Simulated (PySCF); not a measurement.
Species: C3H6O2Si.
SMILES with atom numbers: `[O:1]=[CH:2]/[CH:3]=[CH:4]/[O:5][SiH3:6]` (hydrogens: H7 on C2; H8 on C3; H9 on C4; H10, H11, H12 on Si6)

Method: PBE0-D3(BJ)/def2-SVP geometry optimisation, gas phase (PySCF 2.14.0).

Question: Give the optimised bond lengths and angles.

Answer: 
| bond | length (pm) |
| --- | --- |
| O1=C2 | 121.1 |
| C2–C3 | 146.5 |
| C3=C4 | 134.6 |
| C4–O5 | 133.0 |
| O5–Si6 | 169.1 |
| C2–H7 | 112.0 |
| C3–H8 | 109.2 |
| C4–H9 | 110.1 |
| Si6–H10, Si6–H11, Si6–H12 | 148.9 |

Bonds in one row agree within 1 pm and their mean is given. A selection of angles:
| angle | degrees |
| --- | --- |
| O1–C2–C3 | 125.1 |
| O1–C2–H7 | 120.3 |
| C3–C2–H7 | 114.6 |
| C2–C3–C4 | 119.3 |
| C2–C3–H8 | 120.0 |
| C4–C3–H8 | 120.8 |
| C3–C4–O5 | 123.6 |
| C3–C4–H9 | 118.8 |
| O5–C4–H9 | 117.6 |
| C4–O5–Si6 | 127.1 |
| O5–Si6–H10 | 106.0 |
| O5–Si6–H11 | 108.5 |
| H10–Si6–H11 | 111.7 |
| H11–Si6–H12 | 110.3 |

Torsions: O1–C2–C3–C4 0° (synperiplanar); C2–C3–C4–O5 179° (antiperiplanar); C3–C4–O5–Si6 170° (antiperiplanar). The mirror-image conformer, all signs reversed, is as good.

Of the pairs four or more bonds apart, O1···H9 is among the closest relative to their van der Waals radii: 2.50 Å, 92 % of the sum of Bondi's values. The C–C distances run from 1.346 Å (C3=C4, drawn double) to 1.465 Å (C2–C3, drawn single), a spread of 0.119 Å. The C–O distances run from 1.211 Å (O1=C2, drawn double) to 1.330 Å (C4–O5, drawn single), a spread of 0.119 Å. Si6 (oxygen-bound silicon) is tetrahedral (angles from 106.0° to 111.7°).

No PBE0-D3(BJ)/def2-SVP frequencies stand behind this structure, so it isn't proved a minimum. The numbers are those of one conformer.
